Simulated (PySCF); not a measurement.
Si(NHSiH3)(Cl)3 (Cl3H4NSi2), SMILES [SiH3]N[Si](Cl)(Cl)Cl. Atoms are numbered in the order given.

```xyz
10

Si    -2.5684     0.1008     0.9828
N     -1.0504     0.8700     0.5089
Si     0.3524     0.1068    -0.1194
Cl     1.1130    -1.2990     1.1892
Cl     1.7685     1.5701    -0.4551
Cl    -0.0394    -0.8882    -1.8868
H     -2.3962    -1.3642     0.7162
H     -3.7183     0.6417     0.1789
H     -2.8570     0.3307     2.4406
H     -0.9672     1.8867     0.6109
```
Charge 0, spin multiplicity 1.

Geometry optimised at PBE-D3(BJ)/def2-SVP. The values are those of a single conformer.

Method: PySCF with PBE-D3(BJ)/def2-SVP.

Frequencies are harmonic and unscaled.

```csv
mode,ν (cm⁻¹),IR (km/mol),moving atoms (share of kinetic energy)
1,20,0.4,"Cl 44 %, Si 32 %, H 16 %, N 9 %"
2,48,0.5,H 95 %
3,93,0.5,"Cl 50 %, Si 38 %, H 10 %"
4,149,0.0,"Cl 74 %, N 18 %"
5,159,2.0,"Cl 76 %, Si 16 %"
6,208,12.1,"Cl 62 %, Si 28 %"
7,261,5.0,"N 45 %, Cl 40 %, Si 8 %"
8,274,2.3,"Cl 43 %, Si 30 %, N 18 %, H 9 %"
9,299,43.0,H 92 %
10,431,26.5,"Cl 66 %, N 17 %, Si 10 %"
11,594,104.4,"Si 60 %, Cl 29 %, H 11 %"
12,595,171.5,"Si 67 %, Cl 31 %"
13,633,35.9,"Si 47 %, H 43 %"
14,684,65.7,"H 83 %, Si 9 %, N 8 %"
15,772,112.3,"N 42 %, H 33 %, Si 25 %"
16,894,49.6,H 96 %
17,904,356.9,"H 66 %, Si 19 %, N 15 %"
18,925,135.4,"H 82 %, N 10 %"
19,968,25.4,"H 76 %, N 14 %, Si 10 %"
20,1141,233.3,"H 59 %, N 37 %"
21,2167,116.0,H 96 %
22,2167,102.0,H 98 %
23,2203,65.8,H 96 %
24,3512,56.3,H 93 %
```
